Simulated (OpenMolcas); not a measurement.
An OpenMolcas run meant for Nb⁺ (ANO-R3, X2C; inactive shells 1s 2s 2p 3s 3p 3d 4s 4p; intended active space 4 electrons in 6 orbitals (4d 5s)). One step of its input:

```
&CASPT2
Multistate=15 1 2 3 4 5 6 7 8 9 10 11 12 13 14 15
Frozen=8 6
IPEA=-0.5
Imaginary=0.1
MaxIter=60
WThr=0.0 0.3 0.05
PrWF=0.5
NoMix
```

The run finished. Its levels beside those of a sound run (MS-CASPT2, IPEA 0.25 Eh, imaginary shift 0.1 Eh (closed shells correlated: 4s 4p)), in cm⁻¹ above each run's lowest level:

```tsv
Level	This run	Usual run
4d⁴ ⁵D₀	2509	0.0
4d⁴ ⁵D₂	1977	475
4d³ 5s ⁵F₁	0.0	2416
4d³ 5s ⁵F₂	270	2682
4d³ 5s ⁵F₃	672	3073
4d³ 5s ⁵F₄	1178	3572
4d³ 5s ⁵F₅	1738	4156
4d⁴ ³P₀	500	5823
4d⁴ ³F₂	2387	7330
4d⁴ ³P₂	3107	7537
4d⁴ ³H₄	8446	10142
4d⁴ ³H₅	8769	10464
4d⁴ ³H₆	9223	10785
4d³ 5s ³G₄	5164	11109
```

Task: Which setting is unsound, and how much does it matter here?

Result: The IPEA shift is negative. Against the sound run the excited levels shown move by 3000 cm-1 on average and by 5900 cm-1 at most.

CASPT2 does not keep the components of a term degenerate, so their means are used; among the terms shown or strongly mixed into the levels shown the widest spread is 3400 cm-1 (4d³ 5s ³G, this run). Over all roots computed the reference weight is 0.70 to 0.88 in this run; the roots of lowest weight are the least certain, and an intruder state may touch them. Blocks of more than 70 roots (2S+1 = 3 even) ran without multistate coupling. Some high roots are left out of the spin-orbit mixing, which shifts the levels that they would mix with. Configurations are named by rounded mean occupations; where the s occupation lies near a half they are strongly mixed, a name can repeat and a true partner stay unpaired. A single d shell beside an s shell can misplace configurations of different d count against each other. The lowest computed level is not the ground level that NIST lists (5D0) (holds for this run). The CASPT2 spread within a term exceeds the gap to the next term for 4d³ 5s ⁵F and 4d⁴ ³P, 4d⁴ ⁵D and 4d⁴ ³F, 4d⁴ ³F and 4d³ 5s ³F and others, so the order of their levels is uncertain, and so are names and mixing where such terms share a J (holds for this run). Only configurations of the active space appear.
